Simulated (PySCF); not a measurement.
Ge(OH)(SeH)3, SMILES [OH][Ge]([SeH])([SeH])[SeH], singlet, B3LYP/def2-SVP optimised geometry.

```
9

O      0.94     0.57     1.61
Ge     0.25     0.22     0.00
Se     0.78    -1.99    -0.72
Se    -2.13     0.22     0.00
Se     1.25     1.99    -1.23
H      0.48     0.09     2.32
H      2.18    -1.84    -0.28
H     -2.18     1.70     0.00
H      0.76     1.44    -2.51
```

Density from B3LYP/def2-TZVP in PySCF at that geometry.

Minimum of the electron density along straight lines between bonded atoms, close to the bond critical point (lines longer than 1.1 times the sum of covalent radii, or with two minima, are not listed):

```
bond     length / Å  ρ at the minimum / e bohr⁻³  ∇²ρ there / e bohr⁻⁵  position (fraction from the first atom)
-------  ----------  ---------------------------  --------------------  ---------------------------------------
O1–Ge2        1.787                        0.141                  0.60                                     0.53
Ge2–Se3       2.384                        0.090                 -0.03                                     0.45
Ge2–Se4       2.386                        0.089                 -0.03                                     0.45
Ge2–Se5       2.370                        0.092                 -0.03                                     0.45
O1–H6         0.968                        0.351                 -2.32                                     0.80
Se3–H7        1.477                        0.173                 -0.31                                     0.63
Se4–H8        1.476                        0.173                 -0.31                                     0.63
Se5–H9        1.476                        0.173                 -0.31                                     0.63
```
